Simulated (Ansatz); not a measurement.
Reactions of CH4OSSn, SMILES `C[S][Sn][OH]`.

Isolated molecules relaxed with PBE0-D4/def2-TZVP in Ansatz; ΔE leaves out vibrations. CCSD(T)/CBS adds triple-zeta CCSD(T) − MP2 to the extrapolated MP2 energy (def2 sets, frozen cores). This one scheme is used for every species. Triplets are unrestricted, without spin–orbit coupling. def2 core potentials past Kr. For Ge, Sn outer-core shells are correlated without core-valence functions, which leaves a few kJ/mol of doubt a bond. Scalar relativity is left out up to krypton. Each species was taken in one conformer, which may not be the lowest.

Order these by ΔE at CCSD(T)/CBS, lowest first. (Estimate.)
A. `C[S][Sn][OH]` + `[SiH3]OBS` → `C[S][Sn][O][SiH3]` + `OBS`
B. `C[S][Sn][OH]` + `C[SiH](O)O` → `[CH3][Sn][OH]` + `CS[SiH](O)O`
C. `C[S][Sn][OH]` + `COCF` → `C[O][Sn][S]C` + `OCF`
D. `C[S][Sn][OH]` → `[CH2]` (triplet) + `[OH][Sn][SH]`
E. `C[S][Sn][OH]` + `[NH2][GeH]1[BH][O]1` → `C[S][Sn][NH2]` + `[OH][GeH]1[BH][O]1`
F. `C[S][Sn][OH]` + HCl → `[OH][Sn][Cl]` + CH₃SH
G. `C[S][Sn][OH]` + `O[SiH3]` → `[OH][Sn][O][SiH3]` + CH₃SH

F (-8.9 kcal/mol), A (-6.0 kcal/mol), G (-0.4 kcal/mol), E (+2.7 kcal/mol), C (+5.6 kcal/mol), B (+16.0 kcal/mol), D (+100.4 kcal/mol).

Largest T1 diagnostic: 0.017, for `[OH][Sn][SH]`.
